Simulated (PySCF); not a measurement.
Structure with atom numbers: `[CH2:1]=[CH:2][SiH2:3][C:4]1=[C:5]([CH2:6][CH3:7])[CH2:8][CH2:9]1`. Each H is labelled by its parent atom. Ha(C1) is cis to Si3; Hb(C1) is trans to Si3.

[PySCF 2.14: PBE0/pcSseg-1 with gauge-including orbitals; coordinates at the GFN2-xTB level; averaged over atoms made equivalent by symmetry, fast rotation or ring inversion; no relativistic terms; a single conformation; gas phase]

Scale: 13C and 1H and 29Si vs TMS (reference shieldings calculated alike).

```csv
atoms,nucleus,count,Hirshfeld charge,δ (ppm)
C5,13C,1,0.02,181.6
C1,13C,1,-0.09,?
C7,13C,1,-0.11,17.3
H(C9),1H,2,0.04,2.52
Ha(C1),1H,1,0.04,?
H(C2),1H,1,0.04,6.41
C2,13C,1,-0.14,?
H(C8),1H,2,0.04,2.82
C4,13C,1,-0.11,141.3
H(Si3),1H,2,-0.08,4.61
H(C7),1H,3,0.04,?
Si3,29Si,1,0.32,?
Hb(C1),1H,1,0.05,6.47
C6,13C,1,-0.07,29.6
C9,13C,1,-0.07,31.2
C8,13C,1,-0.08,34.9
H(C6),1H,2,0.04,2.26
```

**Question.** Complete the table.

**Answer.** 
- C1: 142.6 ppm, terminal =CH2 carbon; the olefinic region
- C2: 140.6 ppm, alkene CH; the olefinic region
- Ha(C1): 6.05 ppm, hydrogen on a terminal =CH2 carbon; olefinic region
- H(C7): 1.10 ppm, hydrogen on a methyl carbon
- Si3: -71.2 ppm, silicon bonded to 2 C, 2 H

Shifts are as computed. Against solution values, carbons near 30 ppm lie about +3 ppm off and those near 130 ppm about +5 ppm. Of 1211 compounds with measured shifts, 218 miss one by over three times the rms of a fit or turn the order of signals round; such compounds aren't used in these exercises.
